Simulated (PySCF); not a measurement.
HOSi, SMILES O=[SiH] (connectivity only; charge and spin as stated), charge +1, multiplicity 1.

Coordinates come from a PBE0-D3(BJ)/def2-TZVPD optimisation. The multiplicity is an assumed one; other spin states were not compared. The isomer is the one that the SMILES or the coordinates give; other isomers of the formula were not compared.

The numbers are results of SMD-PBE0/def2-SVP run with PySCF, not measurements.

Solvation free energies are E(SMD) − E(gas) at the gas-phase geometry, for 1 M in both phases.

Computed solvation free energies in water, ethanol, dimethylsulfoxide:
```csv
solvent,ΔG(solv) (kcal/mol),its non-electrostatic (CDS) part
water,-75.5,0.5
ethanol,-73.5,0.2
dimethylsulfoxide,-75.8,-1.0
```
